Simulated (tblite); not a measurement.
Compound: C11H8S.
Z-matrix (Å and degrees, GFN2-xTB geometry), rows numbered from 1:
```
S 
C   1  1.6292
C   2  1.4344  1  125.61
C   3  1.4184  2  121.05  1    -0.08
C   4  1.3605  3  120.72  2   180.00
C   5  1.4146  4  121.01  3    -0.04
C   6  1.4079  5  122.26  4   180.00
C   7  1.3685  6  120.72  5   179.98
C   8  1.4038  7  120.45  6    -0.03
C   9  1.3662  8  120.32  7     0.05
C  10  1.4127  9  120.65  8    -0.02
C   3  1.3847  2  119.85  1   179.88
H   2  1.0874  1  118.16  3  -179.97
H   4  1.0794  3  118.03  2     0.02
H   5  1.0807  4  120.45  3  -180.00
H   7  1.0805  6  118.79  5    -0.05
H   8  1.0800  7  120.32  6  -179.97
H   9  1.0798  8  119.35  7  -179.93
H  10  1.0805  9  120.68  8  -180.00
H  12  1.0815  3  119.84  2     0.03
```

Computed values, GFN2-xTB/tblite, gas phase, harmonic and unscaled. The method is semi-empirical: single wavenumbers can be off by several per cent or more. One conformer, not necessarily the lowest.

Harmonic wavenumbers (cm⁻¹): 51.7, 127.9, 142.3, 166.6, 268.8, 284.6, 353.0, 375.7, 442.7, 473.6, 497.9, 526.5, 583.9, 596.4, 720.2, 723.6, 745.7, 792.6, 801.0, 842.5, 862.5, 865.4, 879.9, 916.9, 925.1, 930.0, 945.1, 1077.9, 1084.1, 1138.4, 1166.6, 1176.2, 1181.6, 1224.8, 1251.5, 1268.8, 1293.6, 1338.4, 1374.5, 1402.7, 1429.0, 1445.2, 1499.6, 1554.3, 1591.7, 1606.1, 2969.9, 3066.9, 3074.9, 3076.3, 3078.5, 3086.4, 3095.5, 3097.7.

A = 2851, B = 426.8, C = 371.2 MHz; mass 172.035 u (most abundant isotopes); point group Cs, symmetry number 1.

Question: Zero-point energy?

Answer: ½Σν̃ = 32747 cm⁻¹ = 93.63 kcal/mol.

Question: Give the ideal-gas entropy at 400 K and 1 bar in the rigid-rotor, harmonic-oscillator model (classical rotation).

Answer: Translation 42.82, rotation 31.82, vibration 36.21: S = 110.8 cal/(mol K).

Question: And Cp and H(400 K) − H(0)?

Answer: Cp = 52.41 cal/(mol K), of which vibrations give 44.46 (their classical limit is 54 R = 107.3); H(400 K) − H(0) = 11.36 kcal/mol without the zero-point energy, 8.18 from vibrations.

Question: What must be added to the electronic energy to get the Gibbs energy at 400 K and 1 bar?

Answer: ZPE + [H(400 K) − H(0)] − T·S = 93.63 + 11.36 − 44.34 = 60.65 kcal/mol.

Question: Which modes carry the vibrational entropy at 400 K?

Answer: 51.7 cm⁻¹: 5.33; 127.9 cm⁻¹: 3.55; 142.3 cm⁻¹: 3.34; 166.6 cm⁻¹: 3.03; 268.8 cm⁻¹: 2.13; 284.6 cm⁻¹: 2.03 cal/(mol K); the other 48 give 16.80 together.

Question: How do the functions run with temperature in this model?

Answer: 
| T (K) | S (cal/(mol K)) | Cp (cal/(mol K)) | H − H(0) (kcal/mol) | G − H(0) (kcal/mol) | ln q(vib) |
| --- | --- | --- | --- | --- | --- |
| 100 | 69.4 | 16.3 | 1.15 | -5.79 | 1.10 |
| 200 | 84.0 | 27.5 | 3.32 | -13.48 | 3.12 |
| 300 | 97.6 | 40.3 | 6.71 | -22.56 | 5.43 |
| 500 | 123.7 | 62.5 | 17.12 | -44.71 | 10.55 |
| 800 | 157.8 | 82.1 | 39.13 | -87.10 | 18.45 |
| 1000 | 177.0 | 89.9 | 56.38 | -120.62 | 23.47 |

q(vib) and H(0) count from the zero-point level.

Hindered rotation and anharmonicity are outside this model. Other conformers, if any are populated, would add a mixing term that is left out.

On Arm Neoverse V1, one thread, no GPU, shared host with 64 logical CPUs at a one-minute load of 32, this took 1.0 s wall. This covers the Hessian and the dipole derivatives.
